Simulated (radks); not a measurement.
Values are calculated unless marked as measured or tabulated.
All-electron atom: Ba XVI in [Kr] 4d5. Code: a radial shooting solver on a logarithmic mesh with Libxc functionals. Model: scalar-relativistic Kohn-Sham, PBE, spin-unpolarised, spherical densities, point nucleus.

Normalised radial functions P(r) = r R(r), r in bohr:

```
   r/bohr * 4p (the largest magnitude, 1.43, reaches the edge; | marks zero)
  0.00229                             *
 0.002982                             *
 0.003914                             *
 0.005097                             |*
 0.006637                             |*
 0.008711                             |*
  0.01134                             | *
  0.01489                             |  *
  0.01939                             |   *
  0.02525                             |     *
  0.03314                             |       *
  0.04315                             |         *
  0.05664                             |          *
  0.07375                             |        *
  0.09603                             |   *
    0.126                         *   |
   0.1641                 *           |
   0.2154             *               |
   0.2805                   *         |
   0.3653                             |   *
   0.4794                             |                   *
   0.6243                             |                          *
   0.8195                             |                     *
    1.067                             |          *
    1.389                             |   *
    1.824                             |*
    2.375                             *
    3.117                             *
    4.059                             *
```

4p: eigenvalue -471.40 eV, 2 radial nodes at r = 0.112, 0.343 bohr, <r> = 0.676 bohr, 90 % of the charge inside 0.972 bohr.
